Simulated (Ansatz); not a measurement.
Cost and result up the ladder for TiHCl₃ (5 atoms). Total charge 0; singlet. Geometry: PBE0-D4/def2-SVP.

Cartesian coordinates in Å:
```
Ti 0.047 0.001 -0.025
H -1.416 -0.038 0.736
Cl 1.285 1.025 1.410
Cl -0.396 1.102 -1.822
Cl 0.480 -2.091 -0.299
```

Ansatz on 4 threads of Arm Neoverse V2 on a shared host. Times are rough, and most runs start from the orbitals of an earlier one. ωB97M-V/def2-TZVP serves as the yardstick here, not as an exact answer. Differences are given only for rows in sets of like size (and for xTB, whose basis is part of the method), since another set adds its own error. Binding counts from free atoms at the same level (Ti triplet, H doublet, Cl doublet; other spins of the atoms weren't run), without zero-point energy or a counterpoise term.

The 6-31G sets use Cartesian d functions. LC-ωPBE has ω = 0.4 bohr⁻¹. B3LYP takes the VWN-RPA correlation. Correlated methods freeze 20 core orbitals; core or outer-core shells of Ti are correlated, in sets that lack core-valence functions.

Correlated methods converge slowly with the basis.

| level | functions | wall time |
| --- | --- | --- |
| HF/STO-3G | 46 | 0.15 s |
| HF/6-31G | 70 | 0.4 s |
| PBE-D4/def2-SVP | 90 | 0.8 s |
| B3LYP-D4/6-31G | 70 | 1 s |
| PBE0-D4/def2-SVP | 90 | 1.2 s |
| MP2/def2-TZVP | 162 | 1.6 s |
| B3LYP-D4/def2-TZVP | 162 | 2.1 s |
| PBE0-D4/def2-TZVP | 162 | 2.3 s |
| LC-ωPBE/def2-TZVP | 162 | 2.4 s |
| r2SCAN0-D4/def2-TZVP | 162 | 4.3 s |
| ωB97M-V/def2-TZVP | 162 | 7.5 s |
| CCSD(T)/def2-TZVPP | 204 | 25 s |

Problem. Estimate what each level gives for the binding energy per atom (eV).

Solution. 
```
               level  binding energy per atom (eV)  difference from ωB97M-V/def2-TZVP (eV)                         remarks
           HF/STO-3G                          4.23                                       –                               –
            HF/6-31G                          1.70                                       –                               –
     PBE-D4/def2-SVP                          3.56                                       –                               –
      B3LYP-D4/6-31G                          3.10                                       –                               –
    PBE0-D4/def2-SVP                          3.27                                       –                               –
       MP2/def2-TZVP                          3.33                                    0.12  test for broken spin undecided
  B3LYP-D4/def2-TZVP                          3.26                                    0.04                               –
   PBE0-D4/def2-TZVP                          3.28                                    0.07                               –
   LC-ωPBE/def2-TZVP                          3.16                                   -0.05                               –
r2SCAN0-D4/def2-TZVP                          3.23                                    0.01                               –
   ωB97M-V/def2-TZVP                          3.22                                    0.00                               –
  CCSD(T)/def2-TZVPP                          3.20                                   -0.02                               –
```
